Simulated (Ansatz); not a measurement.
Relaxation of BClH₃NO (7 atoms, charge 0, multiplicity 1), to a largest force component of 0.02 eV/Å in at most 40 steps.

All numbers below come from Ansatz, RKS PBE0/6-31G.

```xyz
7
Properties=species:S:1:pos:R:3:forces:R:3
B 0.000 0.000 0.000 -0.19 0.35 3.51
N 0.000 0.000 1.550 0.42 -0.08 -2.67
H -0.877 -0.271 2.080 1.83 0.88 -0.85
H 0.877 0.271 2.080 -1.85 -0.84 -0.83
Cl 1.611 0.000 -0.930 -0.85 0.23 0.62
O -1.221 0.000 -0.705 0.38 -2.01 0.73
H -1.731 -0.847 -0.496 0.26 1.47 -0.51
```

Where does it end, and by what steps?

The run converged. Limits of this set-up: no polarisation functions. After 7 steps the energy has fallen by 0.925 eV; O6 moved furthest, 0.42 Å.

```json
{"step": "0", "energy less start (eV)": "0.0000", "largest force component (eV/Å)": "3.514", "accepted": "yes"}
{"step": "1", "energy less start (eV)": "-0.6468", "largest force component (eV/Å)": "1.326", "accepted": "yes"}
{"step": "2", "energy less start (eV)": "-0.7801", "largest force component (eV/Å)": "1.757", "accepted": "yes"}
{"step": "3", "energy less start (eV)": "-0.8949", "largest force component (eV/Å)": "0.826", "accepted": "yes"}
{"step": "4", "energy less start (eV)": "-0.9215", "largest force component (eV/Å)": "0.306", "accepted": "yes"}
{"step": "5", "energy less start (eV)": "-0.9245", "largest force component (eV/Å)": "0.033", "accepted": "yes"}
{"step": "6", "energy less start (eV)": "-0.9245", "largest force component (eV/Å)": "0.034", "accepted": "yes"}
{"step": "7", "energy less start (eV)": "-0.9245", "largest force component (eV/Å)": "0.002", "accepted": "yes"}
```

```xyz
7
Properties=species:S:1:pos:R:3
B 0.018 -0.095 0.056
N 0.004 -0.031 1.457
H -0.816 -0.192 2.019
H 0.838 0.186 1.978
Cl 1.592 0.225 -0.798
O -1.052 -0.379 -0.758
H -1.923 -0.560 -0.375
```

Whether the end is a true minimum wasn't checked by a vibrational analysis.

The run took 21 s on 1 thread of Arm Neoverse V1, with other jobs on the host, peak memory 0.14 GiB.
